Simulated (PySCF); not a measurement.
## Multinuclear NMR of C5H10NPSi

Atom-mapped SMILES (the numbers label the heavy atoms): `[CH3:1]/[N:2]=[CH:3]/[C:4]#[C:5][Si@@H:6]([CH3:7])[PH2:8]` (H(Xn): hydrogen on atom n).

PySCF 2.14 calculation with NMR shieldings at PBE0/pcSseg-1/GIAO and geometry: GFN2-xTB; non-relativistic, one computed conformer, no solvent, rapidly exchanging positions averaged.

(1) Predict the 31P NMR data.

(2) Predict the 29Si NMR data.

(3) Predict the 15N NMR data.

Results:

(1) 
```json
{"atoms": "P8", "environment": "phosphorus bonded to Si, 2 H", "σ (ppm)": "595.5", "δ (ppm)": "-223.2"}
```

Shieldings were converted by a linear fit to measured shifts: 31P (scatter 18.1 ppm rms vs H3PO4, solution or neat liquid). A few per cent of atoms miss by over 2 rms, more outside the fitted compound classes.

On a 400 MHz spectrometer 31P resonates near 161.9 MHz, so 1 ppm is 161.9 Hz.

(2) 
```json
{"atoms": "Si6", "environment": "silicon bonded to 2 C, P, H", "σ (ppm)": "393.6", "δ (ppm)": "-43.5"}
```

Shieldings were converted by a linear fit to measured shifts: 29Si (scatter 8.9 ppm rms, 25.8 ppm with the 6 outliers that the fit left out vs TMS, solution or neat liquid). Occasional misses reach two or three times the rms, and more in compound classes unlike the fitted ones.

On a 500 MHz spectrometer 29Si resonates near 99.3 MHz, so 1 ppm is 99.3 Hz.

(3) 
```json
{"atoms": "N2", "environment": "imine nitrogen", "σ (ppm)": "-159.3", "δ (ppm)": "-1.3"}
```

Shieldings were converted by a linear fit to measured shifts: 15N: δ = -148.07 − 0.921σ (rms 6.3 ppm, 71 shifts vs CH3NO2, solution or neat liquid). Occasional misses reach two or three times the rms, and more in compound classes unlike the fitted ones.

On a 600 MHz spectrometer 15N resonates near 60.8 MHz, so 1 ppm is 60.8 Hz.
